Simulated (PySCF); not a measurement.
# Spinor energies of Tl⁷⁵⁺ (thallium, charge +75)

Start: [He] 2s2 2p2; 2p1/2 filled at m_j = -1/2, +1/2. Calculated with PySCF 2.14 in an uncontracted even-tempered set (16 s from 65 bohr⁻², ratio 2.4; 13 p from 85 bohr⁻², ratio 2.4; 5 d from 280 bohr⁻², ratio 2.6; 4 f from 410 bohr⁻², ratio 2.6): generalised Hartree-Fock with the X2C-1e Hamiltonian and a Gaussian nucleus; one run each with spin-orbit coupling (SO) switched off, then screened by Boettger's factors.

```
spinor shell  electrons  ε, spin-free (eV)  ε, screened SO (eV)  weight of nominal j (screened SO)  rms radius, screened SO (bohr)
       1s1/2          2           -94912.1             -94807.0                              1.000                          0.0183
       2s1/2          2           -23179.7             -23147.3                              1.000                          0.0719
       2p1/2          2           -21284.3             -22827.6                              1.000                          0.0603
```

```csv
quantity,spin-free,screened SO
E (hartree),-10543.90271,-10660.22969
M_J,0,0
⟨J²⟩,2.000,0.000
⟨L²⟩,2.000,1.333
⟨S²⟩,2.000,1.333
```

Breit and QED terms are absent; they matter most for the inner s and p1/2 levels.

Densities and radii are taken from the X2C orbitals without a picture-change correction, which distorts them close to the nucleus.

Without spin-orbit coupling the j labels of p, d and f shells carry no meaning; the spin-free column gives the mean over the occupied spinors of each nl shell.
